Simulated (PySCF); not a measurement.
## Orbital picture of BiN

PBE at R = 1.980 Å; Bi cc-pVDZ-PP with ECP60, N cc-pVDZ; scalar-relativistic core potentials (PySCF 2.14). State: ¹Σ⁺ (singlet), closed shell. Only the outer orbitals are listed, counted within each symmetry, core potentials removing the inner ones.

| orbital | occ. | ε (eV) | on Bi (%) | main shells (%) |
| --- | --- | --- | --- | --- |
| 5σ | 2 | -18.22 | 34 | 62 N s, 29 Bi s |
| 6σ | 2 | -13.19 | 71 | 65 Bi s, 27 N s |
| 7σ | 2 | -6.20 | 34 | 60 N p, 31 Bi p |
| 3π | 2 | -6.18 | 46 | 53 N p, 46 Bi p |
| 3π | 2 | -6.18 | 46 | 53 N p, 46 Bi p |
| 4π | 0 | -3.31 | 57 | 55 Bi p, 43 N p |
| 4π | 0 | -3.31 | 57 | 55 Bi p, 43 N p |
| 8σ | 0 | -0.14 | 82 | 73 Bi p, 22 N p |

**Question.** Which are the highest filled and the lowest empty level, where do they sit, and how wide is the gap?

**Answer.** Highest filled 3π at -6.18 eV (in %: 53 N p, 46 Bi p); lowest empty 4π at -3.31 eV (in %: 55 Bi p, 43 N p); the gap at PBE is 2.87 eV.

| Item | Value |
| --- | --- |
| bond order (Mayer) | 2.91 |
| ⟨S²⟩ | 0.000 |
| charge on Bi (Mulliken, basis-dependent) | 0.40 |
| charge on Bi (Löwdin, basis-dependent) | 0.47 |
| dipole moment (positive dipole means Bi(−)N(+)) | -3.43 D |
| polarisability along the bond | 51.6 bohr³ |
| polarisability across the bond | 25.4 bohr³ |

These are scalar-relativistic numbers at best; spin–orbit coupling would shift them, the dissociation energy most.
